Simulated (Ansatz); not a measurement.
The cluster Zr₃O₇H₂ (the lowest singlet isomer of a short search). The state is a singlet with charge 0. Geometry PBE0-D4/def2-SVP, basis def2-TZVP, Ansatz.

```xyz
12

Zr   -2.085    0.137    0.125
Zr    0.866   -0.984   -0.197
Zr    0.432    1.892    0.720
O    -3.713    0.348   -0.481
O    -0.106    0.723   -0.836
O    -1.096   -1.733   -0.462
O     2.214   -1.972   -1.152
O    -0.781   -1.549    0.969
O    -1.349    1.650    1.327
O     1.551    0.321    1.110
H     2.918   -2.470   -1.568
H     1.146    3.638    0.444
```

```tsv
run	HOMO (eV)	LUMO (eV)
A	-6.83	-2.89
B	-11.32	0.65
C	-7.85	-2.13
D	-6.75	-2.71
E	-6.44	-2.96
```

In the def2 sets Zr takes a core potential; there is no spin–orbit coupling. The structure holds one bond between oxygen atoms, so isomers without such links may lie far lower. The structure comes from a short search, and lower isomers may exist.

**Question.** The runs used B97M-V, HF, PBE, PBE0, r2SCAN. Estimate which is which.

**Answer.** A B97M-V (0 % exact exchange); B HF (100 % exact exchange); C PBE0 (25 % exact exchange); D r2SCAN (0 % exact exchange); E PBE (0 % exact exchange). Exact exchange lowers occupied and raises empty levels; among semilocal functionals meta-GGAs tend to open the gap a little, and such runs are hard to tell apart. The gap grows from 3.48 eV (PBE) to 11.97 eV (HF).
